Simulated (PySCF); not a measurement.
Excitation energy of Sr by level of theory

Sr [Kr] 5s2 (1S) → Sr [Kr] 5p2 (3P), as a difference of total energies. All numbers are calculated (PySCF 2.14, the spin-free X2C one-electron Hamiltonian (Gaussian nucleus), in x2c-TZVPPall (8s6p6d2f1g, 79 functions)). Correlated levels: valence: [Kr] frozen. The calculations carry no spin-orbit coupling.

**Question.** Order these methods by the excitation energy they give, lowest first.
A. SCS-MP2 (valence)
B. UHF
C. CCSD (valence)
D. MP2 (valence)

**Answer.** B (31387 cm⁻¹), C (33431 cm⁻¹), D (34461 cm⁻¹), A (35904 cm⁻¹).

Errors of the correlated levels include the incompleteness of this basis and the frozen core.

The basis was made for the ground configuration and has no added diffuse functions, so the excitation energy can come out too high.

With two correlated electrons CCSD is exact in that space.

The coupled-cluster amplitudes are large for the upper state (T1 above 0.03 or a double amplitude above 0.15), so a single reference is strained.

For comparison: 35530 cm⁻¹ (measured; NIST levels, between the centres of gravity of the two terms).
